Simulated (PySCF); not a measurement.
Dissociation curve of SMILES CBr (CH3Br). The C1–Br5 bond (C1 also carries H, H, H; Br5 carries nothing else) is stretched with both fragments frozen at the PBE0/def2-TZVP optimised geometry. Each curve is given relative to its own lowest point near equilibrium.

```tsv
R / Å	A	B	C
1.56	2.681	2.587	3.264
1.63	1.575	1.535	2.051
1.76	0.425	0.433	0.704
1.80	0.240	0.253	0.461
1.87	0.053	0.063	0.177
1.93	0.000	0.000	0.048
2.00	0.032	0.013	0.000
2.03	0.070	0.041	0.007
2.11	0.226	0.165	0.086
2.27	0.688	0.547	0.427
2.38	1.053	0.862	0.739
2.63	1.587	1.596	1.513
2.92	1.873	2.350	2.353
3.20	1.996	2.873	3.028
3.47	2.053	3.150	3.543
3.85	2.088	3.360	4.079
4.24	2.103	3.469	4.447
4.68	2.110	3.533	4.700
5.24	2.115	3.571	4.866
5.84	2.117	3.590	4.945
```

Energies in eV.

Q: Which curve belongs to which method? The methods are PySCF with restricted B3LYP/3-21G; PySCF 2.14.0 with UHF/def2-TZVP; unrestricted PBE/def2-TZVP in PySCF.

A: A is UHF; B is UKS-PBE; C is RKS-B3LYP/3-21G.

The restricted form behind RKS-B3LYP/3-21G keeps the bonding electrons paired and can't separate into open-shell fragments. The unrestricted determinant behind UKS-PBE is spin-contaminated at 3.20 to 5.84 Å (<S²> up to 0.9, against 0.00 for a pure singlet). The unrestricted determinant behind UHF is spin-contaminated at 2.38 to 5.84 Å (<S²> up to 1.0, against 0.00 for a pure singlet).
